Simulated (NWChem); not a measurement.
System: PbI, doublet; SMILES [I][Pb]

Results from NWChem. Spin-unrestricted. The state is orbitally degenerate and is run as one real component. The spin multiplicity was typed, not searched, and may not be the lowest. def2 effective core potentials on I, Pb; no spin-orbit coupling. The level has its own optimisation; frequencies are unscaled.

Q: Estimate the computed values for PBE0/def2-SVP. Quantities: r I–Pb (Å); highest harmonic frequency (cm⁻¹); zero-point energy (kcal/mol).

A: 
```json
{
  "r I–Pb (Å)": "2.785",
  "highest harmonic frequency (cm⁻¹)": "178",
  "zero-point energy (kcal/mol)": "0.3"
}
```
